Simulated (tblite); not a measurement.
C6H3ClO2S2.
Bonds: C1–C2 (triple), C2–C3, C3–C4 (aromatic), C4–C5 (aromatic), C5–C6 (aromatic), C6–S7, S7–O8 (double), S7–O9 (double), S7–Cl10, C6–S11 (aromatic), C3–S11 (aromatic). Hydrogens: H12 on C1; H13 on C4; H14 on C5.

The geometry is computed with GFN2-xTB (gas phase).

Question: Give the optimised bond lengths and angles.

Answer: 
| bond | length (Å) |
| --- | --- |
| C1≡C2 | 1.202 |
| C2–C3 | 1.399 |
| C3–C4 | 1.376 |
| C4–C5 | 1.403 |
| C5–C6 | 1.363 |
| C6–S7 | 1.745 |
| S7=O8, S7=O9 | 1.424 |
| S7–Cl10 | 2.039 |
| C6–S11 | 1.709 |
| C3–S11 | 1.742 |
| C1–H12 | 1.049 |
| C4–H13 | 1.075 |
| C5–H14 | 1.074 |

Bonds in one row agree within 0.01 Å and their mean is given. A selection of angles:
| angle | degrees |
| --- | --- |
| C1–C2–C3 | 179.7 |
| C2–C3–C4 | 127.0 |
| C2–C3–S11 | 121.2 |
| C4–C3–S11 | 111.9 |
| C3–C4–C5 | 112.6 |
| C4–C5–C6 | 111.6 |
| C5–C6–S7 | 127.7 |
| C5–C6–S11 | 114.1 |
| S7–C6–S11 | 118.1 |
| C6–S7–O8 | 110.4 |
| C6–S7–Cl10 | 100.8 |
| O8–S7–O9 | 120.2 |
| O8–S7–Cl10 | 106.7 |
| C3–S11–C6 | 89.7 |

Torsions: C5–C6–S7–O8 23° (synperiplanar). The mirror-image conformer, all signs reversed, is as good.

The C–C distances run from 1.202 Å (C1≡C2, drawn triple) to 1.403 Å (C4–C5, aromatic), a spread of 0.201 Å. The 5-membered ring C3–C4–C5–C6–S11 has internal angles of 89.7° to 114.1° (sum 540°, against 540° for a flat polygon); it is planar, 0.00 Å rms from its mean plane, widest ring torsion 1°. S7 (sulfonyl sulfur) is distorted tetrahedral (angles from 100.8° to 120.2°). The C–S distances run from 1.709 Å (C6–S11, aromatic) to 1.745 Å (C6–S7, drawn single), a spread of 0.036 Å.

Point group: C1 (no symmetry element, even within 0.4 Å). Its GFN2-xTB frequencies are all real (lowest 29 cm⁻¹). The numbers are those of one conformer. 3 starts were optimised and ended at 0.00, 0.00 and 1.56 kcal/mol (GFN2-xTB); the lowest of these is shown.
